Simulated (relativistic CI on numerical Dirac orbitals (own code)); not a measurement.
## What each ingredient does to the levels of Tc⁹⁺

Base calculation: Dirac-Coulomb-Breit CI, separate exchange-only KLI orbitals for each configuration, QED by a radiative potential, unscaled Slater integrals.

CI space (outside the closed core [Ar] 3d10): 4s2 4p4, 4s 4p5, 4p6, 4s2 4p3 4d, 4s 4p4 4d, 4s2 4p3 4f, 4s 4p4 4f, 4p5 4d, 4s2 4p3 5s, 4s2 4p3 5p, 4s 4p3 4d2, 4s2 4p2 4d 4f, 4p4 4d2, 4p3 4d3, 4p3 4d2 4f, 4p3 4d2 5s. Double excitations out of closed p, d and f shells are left out; levels of such configurations are missing from the list, as are those of other unlisted configurations, and high levels can miss mixing partners. These lack a partner that the ground configuration has and come out too high: 4s2 4p3 5p.

Variants: (1) non-relativistic limit. Shifts of the energy above 4s2 4p4 3P_2, in cm⁻¹, for the lowest level and the first level of each name with at least 55 % of one term (blank where a level changes its place among those of its configuration and J or its character, or is not in the variant):

| Level | Base | Δ(1) |
| --- | --- | --- |
| 4s2 4p4 3P_2 | 0 | 0 |
| 4s2 4p4 3P_0 | 20830 | -20830 |
| 4s2 4p4 3P_1 | 24389 | -24389 |
| 4s2 4p4 1D_2 | 42060 | -19962 |
| 4s2 4p4 1S_0 | 90376 | -28563 |
| 4s 4p5 3P°_2 | 242460 | -32493 |
| 4s 4p5 3P°_1 | 257649 | -47682 |
| 4s 4p5 3P°_0 | 269879 | -59912 |
| 4s 4p5 1P°_1 | 314885 | -42507 |
| 4s2 4p3 4d 5D°_0 | 341206 | -22044 |
| 4s2 4p3 4d 5D°_2 | 341764 | -22602 |
| 4s2 4p3 4d 5D°_3 | 341995 | -22833 |
| 4s2 4p3 4d 5D°_1 | 342081 | -22919 |
| 4s2 4p3 4d 5D°_4 | 344832 | -25669 |

At this charge energies of transitions that change n are usually good to better than 1 %, and those within a shell (Δn = 0) to a few per cent.

Ionisation energy from the two ground configurations alone: base 190.322 eV. The NIST ASD value (theoretical) is 189.9 eV.

LS names give the leading component of a level, which can be under half, so a name can repeat, a term be missing and a line seem to break the LS rules.
